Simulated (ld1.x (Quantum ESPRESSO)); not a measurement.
# germanium (Ge), ultrasoft: configuration errors across variants

ld1.x (Quantum ESPRESSO) 7.5 input, shortened:

```
&input
   title='Ge', zed=32., rel=2, dft='PBESOL', iswitch=3,
   config='[Ar] 3d10 4s2 4p2', rel_dist='average'
 /
 &inputp
   pseudotype=3, tm=.true., lloc=-1, rcloc=1.70,
   nlcc=.true., rcore=1.50,
   which_augfun='PSQ', rmatch_augfun=1.35
 /
4
4S  1  0   2.00   0.00  1.60  1.75  0.0
4S  1  0   0.00   0.15  1.60  1.75  0.0
4P  2  1   2.00   0.00  1.95  2.40  0.0
4P  2  1   0.00   1.55  1.95  2.40  0.0
 &test
   configts(1)='4s2 4p2'
 /
```

Open shells are filled in proportion to 2j + 1 (rel_dist='average').

All-electron excitation energies from the reference (eV): (1) 4s2 4p1 7.455; (2) 4s2 4p0 22.907; (3) 4s1 4p0 57.695; (4) 4s2 4p2.3 -0.884; (5) 4s1 4p2 16.181; (6) 4s2 4p1.5 2.806; (7) 4s1 4p3 7.978.

2 further variants failed, have other tests or too few solved ones, and are left out.

A true bound ghost makes a file unfit for plane-wave use even where its test errors are small: the radial tests pick states by their node count and pass the ghost by.

Errors AE − PS in meV (a dash: test not solved or not reliable):

```csv
change,(1),(2),(3),(4),(5),(6),(7),bound ghosts
base,-5.9,-53,-333,-0.1,-34,-0.9,-12,none
"waves 4s (bound): rcut 1.38, rcutus 1.46 bohr; 4s channel at 0.15 Ry: rcut 1.38, rcutus 1.46 bohr",-5.8,-54,-339,-0.2,-35,-0.9,-13,s
"waves 4s (bound): rcut 1.60, rcutus 1.70 bohr; 4s channel at 0.15 Ry: rcut 1.60, rcutus 1.70 bohr",-5.8,-53,-334,-0.2,-34,-0.9,-12,none
"waves 4s (bound): rcut 1.60, rcutus 1.92 bohr; 4s channel at 0.15 Ry: rcut 1.60, rcutus 1.92 bohr",-5.9,-54,-331,-0.2,-33,-0.9,-12,none
"waves 4s (bound): rcut 1.60, rcutus 2.08 bohr; 4s channel at 0.15 Ry: rcut 1.60, rcutus 2.08 bohr",-5.9,-54,-330,-0.2,-33,-0.9,-12,none
"waves 4s (bound): rcut 1.60, rcutus 2.24 bohr; 4s channel at 0.15 Ry: rcut 1.60, rcutus 2.24 bohr",-5.9,-54,-328,-0.2,-33,-0.9,-11,none
"waves 4s (bound): rcut 1.60, rcutus 2.40 bohr; 4s channel at 0.15 Ry: rcut 1.60, rcutus 2.40 bohr",-5.9,-53,-324,-0.2,-32,-0.9,-11,none
```

Task: Give the same row for: waves 4s (bound): rcut 1.60, rcutus 2.60 bohr; 4s channel at 0.15 Ry: rcut 1.60, rcutus 2.60 bohr.

Result: -5.9, -53, -318, -0.2, -32, -0.9, -11; bound ghosts: none.
